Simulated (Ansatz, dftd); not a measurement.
Reaction: Si2H4F2 (difluoro(silyl)silane, SMILES F[SiH](F)[SiH3]) → Si2H4F (SMILES F[SiH][SiH3], doublet) + F (doublet) (the F-Si bond breaks)
Each species at its own B3LYP-D3(BJ)/def2-TZVP minimum (Ansatz, a program for electronic structure).

Property: bond dissociation energy (electronic), in kcal/mol. Radicals and triplets start from unrestricted determinants; spin-orbit coupling is neglected. Cores are frozen in correlated methods. Rows without X2C or -DK are non-relativistic. CBS(X,Y): correlation extrapolated as X^-3, Hartree-Fock from the larger set. A bracket is a step between two methods taken in the basis named. The functionals are non-relativistic, so their misses hold any scalar relativity. Double hybrids freeze cores in their MP2 part. '+ core + X2C': CCSD(T) terms for core correlation (cc-pwCVTZ, 1s frozen past Ne) and scalar relativity (cc-pVTZ-DK).

Compared with CCSD(T)/CBS(cc-pV(T+d)Z,cc-pV(Q+d)Z) + [CCSDT(Q) - CCSD(T)]/cc-pV(D+d)Z + core + X2C (Ansatz): 159.0 kcal/mol.

Costs are rough ratios of core time, to one figure, on one kind of shared machine, summed over the single points of the molecules; atoms, geometries and frequencies are left out. The first row took roughly 20 core seconds; short runs hold start-up time.

| level | program | cost relative to the first row | difference (kcal/mol) |
|---|---|---|---|
| r2SCAN-D3(BJ)/def2-TZVPD | Ansatz + dftd3 | 1 | -6.7 |
| CCSD(T)/cc-pV(D+d)Z | Ansatz | 1 | -18.4 |
| B2PLYP/def2-TZVPD | Ansatz | 1 | -4.7 |
| r2SCANh/def2-TZVPD | Ansatz | 1 | -8.3 |
| B2GP-PLYP-D3(BJ)/def2-TZVPD | Ansatz + dftd3 | 1 | -4.1 |
| wB97M-V/def2-TZVPD | Ansatz | 2 | -2.7 |

The dearest row costs roughly 2 times the first. Costs within a factor of two don't rank. The table holds for this case alone.
